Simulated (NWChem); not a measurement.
System: C₂H₃ClF₂Si; SMILES C(=C(\F)[SiH2]F)/Cl

Here is an NWChem input.

```
start job
memory heap 200 mb stack 900 mb global 1100 mb
geometry units angstroms noautosym nocenter noautoz
  F      0.476279     2.607446     0.000000
  Si     0.861081     1.030794     0.000000
  C     -0.786887     0.098515     0.000000
  F     -1.904074     0.831866     0.000000
  C     -0.890704    -1.233855     0.000000
  Cl     0.537374    -2.200788     0.000000
  H      1.636354     0.730985     1.231188
  H      1.636354     0.730985    -1.231188
  H     -1.839412    -1.776054     0.000000
end
basis spherical
  F library def2-svp
  Si library def2-svp
  C library def2-svp
  Cl library def2-svp
  H library def2-svp
end
dft
  xc pbe0
  iterations 150
end
cosmo
  do_cosmo_smd true
  solvent propnol2
end
task dft energy
```

Excerpt of the output:

```
             Northwest Computational Chemistry Package (NWChem) 7.3.0
             --------------------------------------------------------

                             Geometry "geometry" -> ""
                             -------------------------

 Output coordinates in angstroms (scale by  1.889725989 to convert to a.u.)

  No.       Tag          Charge          X              Y              Z
 ---- ---------------- ---------- -------------- -------------- --------------
    1 F                    9.0000     0.47627900     2.60744600     0.00000000
    2 Si                  14.0000     0.86108100     1.03079400     0.00000000
    3 C                    6.0000    -0.78688700     0.09851500     0.00000000
    4 F                    9.0000    -1.90407400     0.83186600     0.00000000
    5 C                    6.0000    -0.89070400    -1.23385500     0.00000000
    6 Cl                  17.0000     0.53737400    -2.20078800     0.00000000
    7 H                    1.0000     1.63635400     0.73098500     1.23118800
    8 H                    1.0000     1.63635400     0.73098500    -1.23118800
    9 H                    1.0000    -1.83941200    -1.77605400     0.00000000

 Effective nuclear repulsion energy (a.u.)     350.8695108652

                                 NWChem DFT Module
                                 -----------------

 Summary of "ao basis" -> "ao basis" (spherical)
 ------------------------------------------------------------------------------
       Tag                 Description            Shells   Functions and Types
 ---------------- ------------------------------  ------  ---------------------
 F                          def2-svp                 6       14   3s2p1d
 Si                         def2-svp                 8       18   4s3p1d
 C                          def2-svp                 6       14   3s2p1d
 Cl                         def2-svp                 8       18   4s3p1d
 H                          def2-svp                 3        5   2s1p

 in cosmo_initialize ...
 calling solv_data for solv:propnol2

 solvent parameters
 solvname_short: propnol2
 solvname_long:  2-propanol
 dielec:       19.2640
 dielecinf:     1.8978
 nonaqueous SMD model solvent descriptors
 dielec:       19.2640
 sola:          0.3300
 solb:          0.5600
 solc:          0.0000
 solg:         30.1300
 solh:          0.0000
 soln:          1.3776

          ---------------
          -cosmo- solvent
          ---------------
 Cosmo: York-Karplus, doi: 10.1021/jp992097l
 dielectric constant -eps-     =  19.26
 screen = (eps-1)/(eps    )    =   0.94809
 surface charge correction     = lagrangian

   van der Waals surface
 --------------------------

 ---------- ATOMIC COORDINATES (A.U.) ------------ VDWR(ANG.) --
     1    0.90003680    4.92735847    0.00000000     1.730
     2    1.62720714    1.94791821    0.00000000     2.470
     3   -1.48700081    0.18616636    0.00000000     1.850
     4   -3.59817812    1.57199880    0.00000000     1.730
     5   -1.68318650   -2.33164786    0.00000000     1.850
     6    1.01548961   -4.15888628    0.00000000     2.380
     7    3.09226068    1.38136135    2.32660796     1.200
     8    3.09226068    1.38136135   -2.32660796     1.200
     9   -3.47598466   -3.35625540    0.00000000     1.200
 number of segments per atom =        128
 number of   points per atom =        128
 atom (   nspa,  nppa )
 ----------------------
    1 (     66,     0 )       0
    2 (     70,     0 )       0
    3 (     22,     0 )       0
    4 (     78,     0 )       0
    5 (     36,     0 )       0
    6 (     92,     0 )       0
    7 (     33,     0 )       0
    8 (     33,     0 )       0
    9 (     52,     0 )       0
 number of -cosmo- surface points =      482
 molecular surface =    151.595 angstrom**2
 molecular volume  =    141.804 angstrom**3
 -lineq- algorithm             =   0
 -bem- low  level              =   3
 -bem- from -octahedral-
 gaussian surface charge width =   4.50000
 degree of switching           =   1.00000
 switching function tolerance  =   0.00010
 atomic radii =
 --------------
    1  9.000  1.730
    2 14.000  2.470
    3  6.000  1.850
    4  9.000  1.730
    5  6.000  1.850
    6 17.000  2.380
    7  1.000  1.200
    8  1.000  1.200
    9  1.000  1.200
 ...... end of -cosmo- initialization ......

[...]

                                COSMO-SMD solvation results
                                ---------------------------

             internal energy in gas <Psi(g)|H|Psi(g)> =     -1026.406274939399
         internal energy in solvent <Psi(s)|H|Psi(s)> =     -1026.405674790831
                               delta internal energy  =         0.000600148568 (    0.38 kcal/mol)
   total free energy in solvent <Psi(s)|H+V/2|Psi(s)> =     -1026.411020307006
 polarization energy contribution <Psi(s)|V/2|Psi(s)> =        -0.005345516175 (   -3.35 kcal/mol)
    total free energy in solvent including G(SMD-CDS) =     -1026.410541596868
                       G(SMD-CDS) energy contribution =         0.000478710138 (    0.30 kcal/mol)
     1 M fixed-concentration free energy of solvation =        -0.004266657469 (   -2.68 kcal/mol)

                       DFT Final Molecular Orbital Analysis
                       ------------------------------------

 Vector   30  Occ=2.000000D+00  E=-3.578067D-01
              MO Center=  1.2D+00,  7.1D-01, -3.1D-07, r^2= 3.3D+00
   Bfn.  Coefficient  Atom+Function         Bfn.  Coefficient  Atom+Function
  ----- ------------  ---------------      ----- ------------  ---------------
    93      0.300042  7 H  s                 98     -0.300042  8 H  s
    24      0.270297  2 Si pz                 6      0.260980  1 F  pz
    87     -0.197948  6 Cl pz                 9     -0.193241  1 F  pz
    94      0.192012  7 H  s                 99     -0.192012  8 H  s
    84     -0.155323  6 Cl pz                21     -0.144178  2 Si pz

 Vector   31  Occ=2.000000D+00  E=-3.367832D-01
              MO Center=  1.1D-01, -1.0D+00,  6.8D-08, r^2= 4.0D+00
   Bfn.  Coefficient  Atom+Function         Bfn.  Coefficient  Atom+Function
  ----- ------------  ---------------      ----- ------------  ---------------
    86      0.393186  6 Cl py                85      0.278793  6 Cl px
    83      0.277241  6 Cl py                82      0.222077  6 Cl px
    37      0.207553  3 C  py               103      0.178176  9 H  s
    65     -0.174515  5 C  py                22     -0.167111  2 Si px
    80      0.160734  6 Cl py                36      0.146239  3 C  px

 Vector   32  Occ=2.000000D+00  E=-2.722353D-01
              MO Center= -4.7D-01, -8.1D-01, -2.0D-09, r^2= 3.0D+00
   Bfn.  Coefficient  Atom+Function         Bfn.  Coefficient  Atom+Function
  ----- ------------  ---------------      ----- ------------  ---------------
    87      0.395708  6 Cl pz                38     -0.356365  3 C  pz
    66     -0.349947  5 C  pz                84      0.265316  6 Cl pz
    52     -0.248277  4 F  pz                69     -0.239254  5 C  pz
    41     -0.218727  3 C  pz                55      0.200047  4 F  pz
    81      0.152485  6 Cl pz                93      0.074356  7 H  s

 Vector   33  Occ=0.000000D+00  E=-2.267101D-02
              MO Center= -5.1D-01, -3.7D-01, -3.2D-09, r^2= 3.0D+00
   Bfn.  Coefficient  Atom+Function         Bfn.  Coefficient  Atom+Function
  ----- ------------  ---------------      ----- ------------  ---------------
    69      0.565916  5 C  pz                41     -0.491766  3 C  pz
    66      0.417577  5 C  pz                38     -0.394363  3 C  pz
    27     -0.352623  2 Si pz                94      0.298517  7 H  s
    99     -0.298517  8 H  s                 87     -0.224069  6 Cl pz
    55      0.165109  4 F  pz                52     -0.163715  4 F  pz

 Vector   34  Occ=0.000000D+00  E= 1.016375D-02
              MO Center=  5.3D-01,  7.5D-01,  3.7D-09, r^2= 3.8D+00
   Bfn.  Coefficient  Atom+Function         Bfn.  Coefficient  Atom+Function
  ----- ------------  ---------------      ----- ------------  ---------------
    26      0.890699  2 Si py                 3     -0.403782  1 F  s
    35      0.403529  3 C  s                 23      0.253146  2 Si py
    94      0.233048  7 H  s                 99      0.233048  8 H  s
    49     -0.230563  4 F  s                104     -0.212245  9 H  s
    86      0.210752  6 Cl py                25     -0.186955  2 Si px

 Vector   35  Occ=0.000000D+00  E= 4.429529D-02
              MO Center=  8.3D-02, -1.0D+00, -1.9D-09, r^2= 4.1D+00
   Bfn.  Coefficient  Atom+Function         Bfn.  Coefficient  Atom+Function
  ----- ------------  ---------------      ----- ------------  ---------------
    63      0.696765  5 C  s                 85      0.665274  6 Cl px
    18     -0.543345  2 Si s                 26      0.511374  2 Si py
    25      0.503489  2 Si px                78     -0.504740  6 Cl s
    67      0.408541  5 C  px                35      0.399622  3 C  s
    39      0.365415  3 C  px                86     -0.365333  6 Cl py

     Multipole analysis of the density
     ---------------------------------

     L   x y z        total         alpha         beta         nuclear
     -   - - -        -----         -----         ----         -------
     0   0 0 0     -0.000000    -32.000000    -32.000000     64.000000

     1   1 0 0      0.129433      0.340534      0.340534     -0.551636
     1   0 1 0     -0.808757     -1.203169     -1.203169      1.597582
     1   0 0 1     -0.000000     -0.000000     -0.000000      0.000000

     2   2 0 0    -33.913348   -136.899118   -136.899118    239.884888
     2   1 1 0      2.614317     -0.533514     -0.533514      3.681345
     2   1 0 1     -0.000000     -0.000000     -0.000000      0.000000
     2   0 2 0    -38.841890   -337.329782   -337.329782    635.817673
     2   0 1 1      0.000000      0.000000      0.000000      0.000000
     2   0 0 2    -35.356685    -23.091447    -23.091447     10.826209
```

Level: PBE0/def2-SVP, SMD on the gas-phase geometry. Structure relaxed at the PBE0/def2-SVP level. Solvent: 2-propanol.
